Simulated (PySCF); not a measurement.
A series of related molecules.

All values: PBE0/def2-SVPD (PySCF) at GFN2-xTB geometries, gas phase, one conformer each. Core orbitals are frozen in the response; Δα² is half the sum of the squared differences of the principal polarisabilities.

Task: Rank by polarisability anisotropy Δα, lowest first.
A. `[F:1][CH2:2][CH2:3][SiH2:4][S:5][SiH3:6]` with F1–C2–C3–Si4 -53°, C2–C3–Si4–S5 -173°, C3–Si4–S5–Si6 -178°
B. `[F:1][CH2:2][CH2:3][CH2:4][S:5][SiH3:6]` with F1–C2–C3–C4 -66°, C2–C3–C4–S5 -178°, C3–C4–S5–Si6 -75°
C. `[F:1][SiH2:2][CH2:3][CH2:4][S:5][SiH3:6]` with F1–Si2–C3–C4 54°, Si2–C3–C4–S5 -177°, C3–C4–S5–Si6 -72°
D. `[F:1][CH2:2][S:3][CH2:4][S:5][SiH3:6]` with F1–C2–S3–C4 76°, C2–S3–C4–S5 67°, S3–C4–S5–Si6 72°

Result: B (3.86 Å³), D (4.55 Å³), C (5.27 Å³), A (6.58 Å³).

Task: Rank by dipole moment, highest first.
A. `[F:1][CH2:2][S:3][CH2:4][S:5][SiH3:6]` with F1–C2–S3–C4 76°, C2–S3–C4–S5 67°, S3–C4–S5–Si6 72°
B. `[F:1][SiH2:2][CH2:3][CH2:4][S:5][SiH3:6]` with F1–Si2–C3–C4 54°, Si2–C3–C4–S5 -177°, C3–C4–S5–Si6 -72°
C. `[F:1][CH2:2][CH2:3][CH2:4][S:5][SiH3:6]` with F1–C2–C3–C4 -66°, C2–C3–C4–S5 -178°, C3–C4–S5–Si6 -75°

Result: B (2.37 D), A (1.75 D), C (1.22 D).

All values together:

```
          SMILES    formula  μ (D)  HOMO (eV)  LUMO (eV)  α (Å³)  Δα (Å³)  electrons  α per electron (Å³)
F[SiH2]CCS[SiH3]  C2H9FSSi2   2.37      -6.94      -0.19   14.70     5.27         74                0.199
FCC[SiH2]S[SiH3]  C2H9FSSi2   1.10      -7.26      -0.16   15.04     6.58         74                0.203
 FC[SiH2]S[SiH3]   CH7FSSi2   1.17      -7.31      -0.28   13.02     3.69         66                0.197
     FCCCS[SiH3]   C3H9FSSi   1.22      -6.87       0.04   12.84     3.86         66                0.195
     FCSCS[SiH3]  C2H7FS2Si   1.75      -6.96      -0.28   14.15     4.55         74                0.191
```

Conformers: `[F:1][SiH2:2][CH2:3][CH2:4][S:5][SiH3:6]` with F1–Si2–C3–C4 54°, Si2–C3–C4–S5 -177°, C3–C4–S5–Si6 -72°; `[F:1][CH2:2][CH2:3][SiH2:4][S:5][SiH3:6]` with F1–C2–C3–Si4 -53°, C2–C3–Si4–S5 -173°, C3–Si4–S5–Si6 -178°; `[F:1][CH2:2][SiH2:3][S:4][SiH3:5]` with F1–C2–Si3–S4 68°, C2–Si3–S4–Si5 -46°; `[F:1][CH2:2][CH2:3][CH2:4][S:5][SiH3:6]` with F1–C2–C3–C4 -66°, C2–C3–C4–S5 -178°, C3–C4–S5–Si6 -75°; `[F:1][CH2:2][S:3][CH2:4][S:5][SiH3:6]` with F1–C2–S3–C4 76°, C2–S3–C4–S5 67°, S3–C4–S5–Si6 72°.
